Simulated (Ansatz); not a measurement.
Cl3Ti, charge +1, singlet, geometry from GFN2-xTB (such geometries of metal compounds can be far from the true shape) (the multiplicity is a formal guess); Ansatz (an electronic-structure program) with SVWN5/STO-3G.

The Ansatz input:
Ansatz 0.2 input:
```yaml
crystal:
  periodic: [false, false, false]
  atoms:
    - {symbol: Ti, position_ang: [0.10914501, 0.56295754, 0.36036279]}
    - {symbol: Cl, position_ang: [1.80190768, -0.38074871, -0.50003049]}
    - {symbol: Cl, position_ang: [-0.78707573, -1.07398983, 1.36708778]}
    - {symbol: Cl, position_ang: [-1.15607844, 0.72620526, -1.33340913]}
basis:
  gaussian:
    orbitals: STO-3G
    final_grid: {core_spheres: 4, valence_spheres: 8, degree: 17}
hamiltonian:
  xc: {name: SVWN5}
total_charge: 1
```

The log (banner, timings and long lists left out):

```
Functional definition: SVWN5
541 factors; integrals over basis functions are off by at most 8.9e-5 eV
mean field evaluation 1: about -59845.1821 eV, gradient 4.5e1 eV
mean field evaluation 2: about -59485.7718 eV, gradient 3.0e2 eV
mean field evaluation 4: about -59854.4717 eV, gradient 3.7e0 eV
mean field evaluation 8: about -59854.5080 eV, gradient 5.5e-2 eV
mean field -59854.50797096 eV, -2199.6125970902 hartree, gradient 8.2e-6 eV, S^2 0.000000; 0 other end points of the search recorded, 0 dependent functions left out
reference -59854.50799404 eV, -2199.6125979383 hartree; 36, 36 occupied and 9, 9 virtual orbitals, 541 factors
Total energy: -59854.50799404 eV, -2199.6125979383 hartree
```
